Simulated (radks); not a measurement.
Spherical quantum dot in the effective-mass picture: electrons in a hard-walled sphere of radius 2.98, all in effective atomic units (hartree* = m*/eps^2 hartree, bohr* = eps/m* bohr), one dielectric constant everywhere. Method: non-relativistic Kohn-Sham, PBE, spin-polarised, spherical densities; computed with a radial shooting solver with Libxc functionals. Levels are named by radial order and angular momentum (1s, 1p, 1d, 2s, ...), and open shells are averaged over m.

N = 30, configuration 1s2 1p6 1d10 1f(up 7, down 5). This is the lowest configuration that the search found. Occupied and some empty levels:

level    occupation  eigenvalue (hartree*)  <r> (bohr*)
1s up             1                 13.381        2.016
1s down           1                 13.405        2.012
1p up             3                 13.673        2.093
1p down           3                 13.698        2.091
1d up             5                 14.177        2.160
1d down           5                 14.204        2.158
1f up             7                 14.867        2.215
1f down           5                 14.895        2.214
2s up             0                 15.385        1.337
2s down           0                 15.395        1.337
1g up             0                 15.728        2.262
1g down           0                 15.756        2.261
2p up             0                 16.352        1.560
2p down           0                 16.364        1.559
2d up             0                 17.504        1.701
2d down           0                 17.519        1.700

Energy (hartree*): total 242.081, kinetic 67.618, external 0, Hartree 192.80, exchange-correlation -18.332.

Electron density:

r (bohr*)  n(r) (e/bohr*^3)
0.0876             0.009900
0.236               0.01123
0.384               0.01416
0.532               0.01933
0.680               0.02791
0.829               0.04163
0.977               0.06285
1.12                0.09444
1.27                 0.1391
1.42                 0.1987
1.57                 0.2729
1.72                 0.3574
1.87                 0.4405
2.01                 0.5052
2.16                 0.5296
2.31                 0.4937
2.46                 0.3911
2.61                 0.2411
2.75                0.09703
2.90                0.01163
